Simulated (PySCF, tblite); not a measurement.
Isomers of C3H10FSi3 (doublet state). All values are computed: GFN2-xTB (tblite) harmonic vibrations without scaling, gas phase. Against measured fundamentals such values can be off by several per cent, at times by over 20. Modes of hydrogen on silicon can be 10 to 20 % off. One conformer each. Open shells enter through the occupations alone, without spin polarisation, and single modes of such species can be off by tens of per cent.

Electronic energies: B3LYP/pcH-1 single points on the GFN2-xTB geometries (PySCF, gas phase).

| SMILES | electronic energy, lowest = 0 (kJ/mol) |
| --- | --- |
| F[C@@H]1[SiH]C[SiH2]C[SiH2]1 | 1.6 |
| F[C]1[SiH2]C[SiH2]C[SiH2]1 | 0.0 |
| FC1[SiH2]C[SiH]C[SiH2]1 | 1.9 |
| F[C@H]1[SiH2][CH][SiH2]C[SiH2]1 | 36.0 |

Problem. How do GFN2-xTB zero-point energies change the relative energies?

Solution. 
```
                         SMILES  ZPE (kJ/mol)  of it from modes above 1550 cm⁻¹  electronic (kJ/mol)  with ZPE, lowest = 0 (kJ/mol)  lowest mode (cm⁻¹)  rings
     F[C]1[SiH2]C[SiH2]C[SiH2]1         287.6                             149.9                  0.0                            0.0                  40      1
   F[C@@H]1[SiH]C[SiH2]C[SiH2]1         296.3                             154.5                  1.6                           10.3                  62      1
        FC1[SiH2]C[SiH]C[SiH2]1         297.1                             155.3                  1.9                           11.4                  66      1
F[C@H]1[SiH2][CH][SiH2]C[SiH2]1         284.5                             150.3                 36.0                           32.9                  60      1
```

The zero-point energies span 12.6 kJ/mol, from `F[C@H]1[SiH2][CH][SiH2]C[SiH2]1` to `FC1[SiH2]C[SiH]C[SiH2]1`. The order is unchanged.

Problem. And how do the electronic energies of GFN2-xTB itself compare?

Solution. `F[C]1[SiH2]C[SiH2]C[SiH2]1` 9.9; `F[C@@H]1[SiH]C[SiH2]C[SiH2]1` 2.0; `FC1[SiH2]C[SiH]C[SiH2]1` 0.0; `F[C@H]1[SiH2][CH][SiH2]C[SiH2]1` 34.6 kJ/mol, lowest = 0. Against the energies above, taken from the same isomer `F[C]1[SiH2]C[SiH2]C[SiH2]1`, the largest difference is 11.8 kJ/mol.

Problem. What do entropy and thermal enthalpy add at 298.15 K and 1 bar (rigid rotor, harmonic oscillator, one conformer each)?

Solution. 
```json
{"SMILES": "F[C]1[SiH2]C[SiH2]C[SiH2]1", "point group": "Cs", "symmetry number": "1", "S (J/(mol K))": "427.3", "H − H(0) (kJ/mol)": "30.75", "ZPE + H − H(0) − TS (kJ/mol)": "191.0"}
{"SMILES": "F[C@@H]1[SiH]C[SiH2]C[SiH2]1", "point group": "C1", "symmetry number": "1", "S (J/(mol K))": "418.1", "H − H(0) (kJ/mol)": "29.82", "ZPE + H − H(0) − TS (kJ/mol)": "201.5"}
{"SMILES": "FC1[SiH2]C[SiH]C[SiH2]1", "point group": "Cs", "symmetry number": "1", "S (J/(mol K))": "416.8", "H − H(0) (kJ/mol)": "29.81", "ZPE + H − H(0) − TS (kJ/mol)": "202.6"}
{"SMILES": "F[C@H]1[SiH2][CH][SiH2]C[SiH2]1", "point group": "C1", "symmetry number": "1", "S (J/(mol K))": "424.3", "H − H(0) (kJ/mol)": "30.84", "ZPE + H − H(0) − TS (kJ/mol)": "188.9"}
```

S holds R ln(2S + 1) for the spin.
